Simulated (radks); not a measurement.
Species: Eu. Configuration: [Xe] 4f7 6s2 (the NIST ground configuration). All-electron calculation, scalar-relativistic Kohn-Sham, TASK exchange with Perdew-Wang LDA correlation, spin-unpolarised, spherical densities, finite nucleus; meta-GGA in the generalised Kohn-Sham scheme; Fermi nuclear charge, rms radius 5.1115 fm. Program: a radial shooting solver on a logarithmic mesh with Libxc functionals. Some entries of the table are withheld. Estimate them.

orbital,occ.,eigenvalue (eV),<r> (bohr),r(max) (bohr)
1s,2,(1),0.02233,0.01420
2s,2,-7983.040,0.09519,(2)
2p,6,-7111.697,0.08395,0.06514
3s,2,-1765.911,0.2496,0.2289
3p,6,(3),0.2481,0.2244
3d,10,-1128.705,(4),0.1838
4s,2,-355.3659,0.5678,0.5282
4p,6,-265.1663,0.6010,0.5512
4d,10,-138.6454,0.6559,0.5739
5s,2,-47.9951,1.388,(5)
5p,6,-25.9009,1.617,1.404
6s,2,-3.7735,4.531,3.900
4f,7,-2.3343,0.9597,0.5925

Answer. 
(1) 1s eigenvalue (eV): -48440.86
(2) 2s r(max) (bohr): 0.08058
(3) 3p eigenvalue (eV): -1493.701
(4) 3d <r> (bohr): 0.2260
(5) 5s r(max) (bohr): 1.239
